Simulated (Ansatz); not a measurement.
Reaction (formal hydrolysis of the In–B bond): `C[B](Cl)[InH2]` + H₂O → `[OH][InH2]` + `CBCl`

Computed with Ansatz on PBE0-D4/def2-TZVP structures; ΔE is electronic, products minus reactants. CBS: MP2 limit from def2 TZ/QZ plus the TZ coupled-cluster correction, frozen cores. This one scheme is used for every species. DFT in def2-TZVPP. HSE06 is defined as in plane-wave codes. def2 core potentials past Kr. For In outer-core shells are correlated without core-valence functions, which leaves a few kJ/mol of doubt a bond.

`C[B](Cl)[InH2]`:

Z-matrix (Å, degrees):
```
C
B 1 1.555
H 1 1.093 2 114.1
H 1 1.100 2 106.4 3 118.2
H 1 1.093 2 113.0 3 -126.4
Cl 2 1.768 1 117.8 3 -19.3
In 2 2.263 1 127.3 3 163.3
H 7 1.732 2 122.6 1 88.2
H 7 1.732 2 122.3 1 -93.9
```

H₂O:

```xyz
3

O    -0.362   -0.144    0.005
H    -0.013    0.540   -0.571
H     0.374   -0.397    0.566
```

`[OH][InH2]`:

Z-matrix (Å, degrees):
```
In
O 1 1.991
H 1 1.715 2 114.8
H 1 1.705 2 111.5 3 -180.0
H 2 0.959 1 113.4 3 0.0
```

`CBCl`:

```xyz
7

C    -0.409   -0.568    0.170
B     0.491    0.664   -0.091
Cl    0.687    1.337   -1.696
H    -0.924   -0.956   -0.709
H    -1.147   -0.324    0.943
H     0.203   -1.368    0.606
H     1.098    1.215    0.777
```

**Question.** Is it downhill or uphill in electronic energy at CCSD(T)/CBS, and by how much? (Estimate.)

**Answer.** Computed: Downhill: ΔE = -53.2 kJ/mol.

**Question.** What do these levels give: HSE06-D4, B2PLYP, PBE, HSE06, HF/CBS(def2), CCSD/CBS(def2)? (Best estimate.)

**Answer.** Computed: HSE06-D4 -45.2, B2PLYP -63.4, PBE -53.3, HSE06 -48.9, HF/CBS(def2) -69.4, CCSD/CBS(def2) -53.7 kJ/mol.

Largest T1 diagnostic among the species: 0.017.

The D4 term adds +6.8 kJ/mol with B3LYP and +3.8 kJ/mol with PBE0; it sums over pairs of atoms, weighted by their polarisabilities, and B3LYP, whose exchange is more repulsive, gets the larger term. At CCSD(T), def2-SVP lies −5.7 kJ/mol from the extrapolated value and def2-TZVPP +1.5 kJ/mol. In def2-TZVPP, CCSD(T) changes the Hartree–Fock value by +16.3 kJ/mol (the triples alone add +0.5 kJ/mol) and MP2 by +15.0 kJ/mol.

B3LYP here is the variant with VWN-RPA as its local correlation; programs differ in this.
